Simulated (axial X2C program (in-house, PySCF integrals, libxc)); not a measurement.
Spin–orbit effects along a row: molecules with Fe, PBE0

All values come from calculations with an in-house all-electron X2C program for linear molecules (integrals from PySCF), spin-free (one-electron X2C) or two-component (2c: spin–orbit coupling with atomic mean-field Coulomb and Gaunt terms, which also bring small scalar terms), in Dyall basis sets with cores contracted in-house; open shells are unrestricted.

Basis sets: Be dyall-cv3z, C dyall-v3z, F dyall-av3z, Fe dyall-cv3z, Li dyall-cv3z, N dyall-av3z, O dyall-av3z.

```
molecule   spin-free state  Re (Å)  ωe (cm⁻¹)  De (eV)  2c state  Re 2c (Å)  ωe 2c (cm⁻¹)  De 2c (eV)
    LiFe  M_S = 3/2, Λ = 0   2.329      377.1     0.75   Ω = 3/2      2.330         376.8         n/a
    BeFe    M_S = 2, Λ = 0   2.096      486.9     0.79     Ω = 2      2.096         486.4         n/a
     FeC    M_S = 1, Λ = 2   1.667      536.7     3.25     Ω = 3      1.666         535.7         n/a
     FeN  M_S = 5/2, Λ = 0   1.597      840.9     2.35   Ω = 5/2      1.597         839.8         n/a
     FeO    M_S = 2, Λ = 2   1.594      923.3     3.97     Ω = 4      1.594         922.9         n/a
     FeF  M_S = 5/2, Λ = 2   1.776      659.6     4.58   Ω = 9/2      1.777         659.2         n/a
```

Each entry is the lowest single determinant of a limited PBE0 search at one distance. De goes to single-determinant-based atoms at the same level (for ions the charge split of lowest energy) and is withheld (n/a) where an atom does not fit its ground term or J level. Main or longest-lived isotopes. One determinant is a doubtful description, or other states lie close, for LiFe, BeFe, FeC, FeN, FeO, FeF; these need not be ground states, and all values refer to the states named. Some open-shell Ω = 0 determinants are out of reach, so the Ω given for BeFe, FeO need not be the lowest component. With several unpaired electrons the Ω given is that of one determinant, not necessarily of the lowest component. The functionals have no current term, which raises determinants with orbital currents.
